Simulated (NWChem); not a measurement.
BP$_{2}$H$_{5}$; SMILES PBP

```xyz
8

B     -0.7191     0.0489     0.0000
H     -1.9280    -0.0890     0.0000
P      0.1500    -0.1065    -1.6676
H     -0.6881     0.7225    -2.4802
H      1.2634     0.7877    -1.5416
P      0.1500    -0.1065     1.6676
H      1.2634     0.7877     1.5416
H     -0.6881     0.7225     2.4802
```
Atoms are numbered in this order, from 1.

Level: PBE-D3(BJ)/def2-SVP (NWChem), optimised geometry, unscaled harmonic frequencies. 

```tsv
frequency (cm⁻¹)	IR intensity (km/mol)
184	0.2
220	3.1
259	0.1
429	76.2
499	6.6
573	2.4
629	5.0
743	1.4
800	20.2
817	11.2
997	121.8
1059	16.1
1077	11.0
2353	32.0
2357	34.2
2383	20.9
2384	34.2
2555	60.2
```

- zero-point energy: 29.0 kcal/mol
- thermal correction to the enthalpy at 298.15 K (with zero-point energy): 33.1 kcal/mol
- heat capacity Cv: 19.1 cal/(mol K)
- entropy at 298.15 K and 1 atm (symmetry number 1): 73.2 cal/(mol K)
- dipole moment: 1.42 D

Rigid rotor and harmonic oscillator.
